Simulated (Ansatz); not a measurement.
Species: 2-methylprop-2-ene-1-selenol, C₄H₈Se (charge 0, singlet). SMILES: C(C(C)=C)[SeH]
Structure (B3LYP-D3(BJ)/def2-TZVP (Ansatz, a first-principles code) minimum search):
```xyz
13

C     -2.1514     1.4023     0.4879
C     -1.4058     0.3067     0.6146
C     -1.9699    -1.0760     0.4727
C      0.0529     0.4074     0.9215
Se     1.2420    -0.1556    -0.5815
H     -3.2114     1.3440     0.2752
H     -1.7257     2.3928     0.5899
H     -1.5044    -1.5970    -0.3676
H     -1.7706    -1.6712     1.3691
H     -3.0459    -1.0525     0.3072
H      0.3500     1.4339     1.1222
H      0.3376    -0.2087     1.7728
H      1.1874    -1.5943    -0.2785
```

Quantity: vertical ionisation energy (to the doublet state of charge +1; each state is the SCF solution reached for its spin), in eV. Valence correlation only, unless marked. UHF or UKS for open shells. No spin-orbit coupling. The frozen core is the preceding noble-gas configuration, with the filled d and f shells of earlier blocks. Non-relativistic. Basis-set limits of correlation are two-point, X^-3; Hartree-Fock from the larger set. [CCSD(T)-MP2]/basis is that difference in the basis named.

```
level                                                          program  vertical ionisation energy (eV)
-------------------------------------------------------------  -------  -------------------------------
HF/aug-cc-pVDZ                                                  Ansatz                             7.75
PBE0/def2-TZVPD                                                 Ansatz                             8.64
BHLYP/def2-TZVPD                                                Ansatz                             8.65
RI-MP2/aug-cc-pVTZ                                              Ansatz                             8.87
RI-MP2/CBS(aug-cc-pVTZ,aug-cc-pVQZ)                             Ansatz                             8.98
CCSD(T)/aug-cc-pVDZ                                             Ansatz                             8.64
RI-MP2/CBS(aug-cc-pVTZ,aug-cc-pVQZ)+[CCSD(T)-MP2]/aug-cc-pVTZ   Ansatz                             8.92
```
